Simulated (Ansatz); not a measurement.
Si2Mo5⁻, relaxed as a doublet with UKS PBE-D4/def2-SVPD in Ansatz, starting from the GFN1-xTB geometry. Force threshold 0.02 eV/Å.

In the def2 sets Mo takes a core potential; there is no spin–orbit coupling. The charge -1 doublet is spin-contaminated (final ⟨S²⟩ up to 1.80, 0.75 for a pure state). The highest occupied level of the charge -1 doublet lies above zero (up to 0.03 eV). The electron is either unbound and held by the finite basis, or the level is raised by self-interaction error. Another isomer (doublet) lies 2.75 eV lower at PBE0-D4/def2-TZVPD; other spin states weren't run for this one.

Start:

```xyz
7

Mo    1.026    2.557   -0.759
Mo    0.445    0.776   -2.382
Mo   -0.266   -0.367    2.120
Mo   -0.441   -1.399   -1.595
Mo    0.617    1.885    1.592
Si    0.485   -2.176    0.582
Si   -1.866   -1.276    0.443
```

(1) Estimate the energy that the relaxation releases and the steps that it takes.

(2) Does the start keep its bonding and symmetry?

(3) Predict the relaxed structure.

Answers

(1) 258.5 kJ/mol, in 18 steps; 4.2 min on 4 threads of Arm Neoverse V2 on a shared host. No frequencies were taken in this run, so the end may be a saddle point.

(2) Bonds formed: Mo1–Si6, Mo2–Si6, Mo5–Si6 (atoms count from 1). Point group Cs at the start, Cs at the end, both within 0.05 Å.

(3) 
```xyz
7

Mo    1.0030    1.8035   -0.5481
Mo    0.3891    0.3686   -2.1960
Mo   -0.4216   -0.4400    2.2675
Mo   -0.6023   -1.5352   -1.6704
Mo    0.5616    1.4398    1.6483
Si    0.7715   -0.7609    0.1767
Si   -1.7013   -0.8758    0.3221
```
Bond lengths (bridged metal pairs left out): 7 × Mo–Si 2.37 to 2.67 Å; 4 × Mo–Mo 2.21 to 2.27 Å; 1 × Si–Si 2.48 Å.
